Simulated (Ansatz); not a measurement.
# Ligand exchange through a proton shuttle

Start structure (Si$_{4}$H$_{12}$ClO$_{4}$F, singlet), relaxed at PBE0-D4/def2-TZVP:

| atom | x (Å) | y (Å) | z (Å) |
| --- | --- | --- | --- |
| Si1 | 0.0333 | 0.3215 | 0.4387 |
| O2 | -1.5076 | 0.0221 | 0.0073 |
| Si3 | -2.7891 | 0.9729 | -0.4541 |
| O4 | 1.0290 | -0.4055 | -0.5667 |
| Si5 | 2.4318 | -1.2337 | -0.8541 |
| O6 | 0.2284 | 1.9177 | 0.4668 |
| Si7 | 1.2832 | 3.1587 | 0.7116 |
| Cl8 | 0.2893 | -0.4318 | 2.3233 |
| H9 | -0.3773 | -3.2423 | -0.5677 |
| F10 | 0.4102 | -3.4086 | -1.0800 |
| H11 | -1.7632 | -1.8711 | 0.2043 |
| O12 | -1.6304 | -2.8241 | 0.3261 |
| H13 | -2.4307 | 1.7442 | -1.6676 |
| H14 | -3.9086 | 0.0463 | -0.7369 |
| H15 | -3.1482 | 1.8963 | 0.6486 |
| H16 | 2.6479 | -2.2593 | 0.1890 |
| H17 | 3.5342 | -0.2357 | -0.7789 |
| H18 | 2.3804 | -1.8004 | -2.2153 |
| H19 | 2.5219 | 2.9229 | -0.0699 |
| H20 | 1.6078 | 3.2517 | 2.1557 |
| H21 | 0.6158 | 4.3999 | 0.2558 |
| H22 | -1.4581 | -2.9419 | 1.2643 |

The step: Si₄H₉ClO₃ ([SiH3][O][Si]([Cl])([O][SiH3])[O][SiH3]) + H₂O + HF → Si₃H₆ClO₂F ([F][Si]([Cl])([O][SiH3])[O][SiH3]) + SiH₄O ([OH][SiH3]) + H₂O (still joined by a long Si–O bond); bonds formed: Si1–F10, O2–H11, H9–O12; bonds broken: H9–F10, H11–O12; bonds weakened to dative contacts: Si1–O2. Program: Ansatz 0.2.0. Basis: def2-TZVPP and def2-QZVPP. Cores are frozen in the correlated methods. Extrapolation: Hartree–Fock as exp(−7.88 √X), correlation as X^−2.97. Energies below are by CCSD(T) at an estimated basis limit (MP2 extrapolated from triple and quadruple zeta, plus CCSD(T) − MP2 in triple zeta).

What are the electronic barrier and the energy of the step, from the start structure to the end structure? (Judge from chemistry; the value comes from the calculation.)

By the calculation: Barrier 81.2 kJ/mol; step energy 39.6 kJ/mol (uphill); reverse barrier, their difference, 41.6 kJ/mol. Barrier and step energy count from the start structure, the reverse barrier from the end structure.

The saddle point: One imaginary mode of 369i cm⁻¹.
```tsv
pair	start (Å)	saddle (Å)	end (Å)
Si1–F10	4.04	1.89	1.68
O2–H11	1.92	1.41	1.01
H9–O12	1.59	1.10	0.97
Si1–O2	1.63	1.71	1.79
H9–F10	0.95	1.26	1.99
H11–O12	0.97	1.06	1.55
```

Zero-point energy (harmonic, PBE0-D4): ZPE is 344.7 kJ/mol at the start and 342.5 kJ/mol at the saddle, so the barrier goes from 81.2 to 79.0 kJ/mol.

T1 diagnostic: at most 0.012.

Steps of this kind, hydrogen fluoride cutting a network bond, underlie vapour etching and the fluorination step of atomic layer etching. Here a small cluster stands in for the surface site.

Labels in which every atom is bracketed show which atoms are joined, not bond orders.

For scale, one of the runs: CCSD(T)/def2-TZVPP, 533 basis functions, launched by `ansatz run in.yaml --threads 11 --pin off --events-out ev --progress --plain --max-ram 166912MiB --backend cuda --devices 0, --max-vram 75GiB`. The run took 41 s on 11 CPU threads of an AMD EPYC 7R13 and one NVIDIA H100 (shared host), with 1.4 GiB of host memory at its peak.
